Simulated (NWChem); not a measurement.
System: C2H4F2OSi; SMILES F[Si]1(F)COC1

```xyz
10

F      0.0000     1.2819     1.4085
Si     0.0000     0.0000     0.4289
F      0.0000    -1.2819     1.4085
C     -1.1534     0.0000    -1.0473
O      0.0000     0.0000    -1.9025
C      1.1534     0.0000    -1.0473
H     -1.7791    -0.8954    -1.2076
H     -1.7791     0.8954    -1.2076
H      1.7791     0.8954    -1.2076
H      1.7791    -0.8954    -1.2076
```
Atoms are numbered in this order, from 1.

Level: PBE0/def2-SVP (NWChem), optimised geometry, unscaled harmonic frequencies. 

| frequency (cm⁻¹) | IR intensity (km/mol) |
|---|---|
| 29 | 10.2 |
| 178 | 0.0 |
| 209 | 0.9 |
| 282 | 13.0 |
| 313 | 38.9 |
| 499 | 17.4 |
| 707 | 0.0 |
| 746 | 69.8 |
| 767 | 63.4 |
| 771 | 0.0 |
| 901 | 36.0 |
| 977 | 161.9 |
| 982 | 132.0 |
| 1076 | 141.8 |
| 1166 | 9.4 |
| 1174 | 0.0 |
| 1237 | 0.1 |
| 1263 | 18.7 |
| 1446 | 2.3 |
| 1469 | 4.1 |
| 3054 | 41.9 |
| 3063 | 0.1 |
| 3116 | 23.2 |
| 3117 | 0.0 |

| Property | Result |
|---|---|
| zero-point energy | 40.8 kcal/mol |
| thermal correction to the enthalpy at 298.15 K (with zero-point energy) | 45.5 kcal/mol |
| heat capacity Cv | 21.8 cal/(mol K) |
| entropy at 298.15 K and 1 atm (symmetry number 2) | 81.1 cal/(mol K) |
| dipole moment | 0.32 D |

Rigid rotor and harmonic oscillator; modes under 100 cm⁻¹ make the entropy uncertain.
